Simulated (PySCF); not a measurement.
# Polarisability and C₆ of Pt (platinum, neutral)

[Xe] 4f14 5d9 6s1, high-spin 3D determinant. Computed with PySCF 2.14 in aug-cc-pVQZ-PP with ECP60MDF, with scalar relativity through the core potential. Coupled (time-dependent) response in atomic units; α is the mean over directions.

```tsv
method	mean α (bohr³)	α xx, yy, zz	C₆ (like pair)	S(−4)
UHF	53.79	53.77, 53.77, 53.83	499.2	1861
PBE	39.45	39.27, 39.27, 39.81	382.6	644.4
```

S(−4) is the Cauchy moment in α(ω) = α(0) + S(−4) ω² + …

Reference α: 48 ± 4 bohr³ (recommended; Schwerdtfeger and Nagle, table of static dipole polarizabilities (2023 update)). Published C₆: 470.0 (Gould and Bucko (2016)).

Spin-orbit coupling is absent.

Hartree-Fock lies above the reference because it lacks correlation, which contracts the outer shell.

α(iu) at UHF:

```tsv
u (hartree)	α(iu) (bohr³)
0	53.79
0.0500	49.64
0.100	41.20
0.200	27.38
0.300	19.74
0.500	12.47
0.750	8.393
1.00	6.192
1.50	3.850
2.00	2.640
3.00	1.459
5.00	0.6274
```

A single London oscillator, α(iu) = α/(1 + u²/ω²), gives C₆ = (3/4) ω α². Matching the computed C₆ needs ω = 4 × 499.2 / (3 × 53.79²) = 0.230 hartree.

The components differ because the open shell of this determinant is not spherical; for a pure term their mean is the scalar polarisability.

Energies and moments cover only the electrons outside the core potential. Spin-orbit coupling, absent here, splits the open shell strongly.
